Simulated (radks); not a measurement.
Q: All-electron atom: the silver ion Ag+ in [Kr] 4d8 4f2 (not the ground configuration). All-electron calculation, Dirac Kohn-Sham, revPBE, spin-unpolarised, spherical densities, finite nucleus; open shells fill j = l - 1/2 first; Fermi nuclear charge, rms radius 4.5454 fm. Program: a radial shooting solver on a logarithmic mesh with Libxc functionals. Some entries of the table are withheld. Estimate them.

orbital,occ.,eigenvalue (Ry),<r^2> (bohr^2),<1/r> (bohr^-1)
1s1/2,2,-1862.826,0.001308,49.44
2s1/2,2,-276.0785,0.02140,11.39
2p1/2,2,-256.6891,0.01600,11.37
2p3/2,4,-243.8044,0.01732,10.68
3s1/2,2,-52.39647,0.1552,3.984
3p1/2,2,-44.68680,0.1507,(1)
3p3/2,4,-42.41197,0.1597,(2)
3d3/2,4,-28.77683,(3),3.558
3d5/2,6,-28.31865,(4),3.515
4s1/2,2,-9.09905,0.9293,1.529
4p1/2,2,-6.65573,(5),1.412
4p3/2,4,-6.27335,(6),1.360
4d3/2,4,-2.52315,(7),1.070
4d5/2,4,-2.47412,(8),1.057
5s1/2,0,-1.60356,6.393,0.5451
5p1/2,0,-1.09245,9.097,(9)
5p3/2,0,-1.05115,9.649,(10)
5d3/2,0,-0.47910,24.66,0.2699
5d5/2,0,-0.47608,24.96,0.2681
4f5/2,2,-0.23271,47.59,0.1814
4f7/2,0,-0.23268,47.60,0.1813

A: 
(1) 3p1/2 <1/r> (bohr^-1): 3.889
(2) 3p3/2 <1/r> (bohr^-1): 3.723
(3) 3d3/2 <r^2> (bohr^2): 0.1408
(4) 3d5/2 <r^2> (bohr^2): 0.1435
(5) 4p1/2 <r^2> (bohr^2): 1.069
(6) 4p3/2 <r^2> (bohr^2): 1.134
(7) 4d3/2 <r^2> (bohr^2): 1.825
(8) 4d5/2 <r^2> (bohr^2): 1.865
(9) 5p1/2 <1/r> (bohr^-1): 0.4554
(10) 5p3/2 <1/r> (bohr^-1): 0.4409
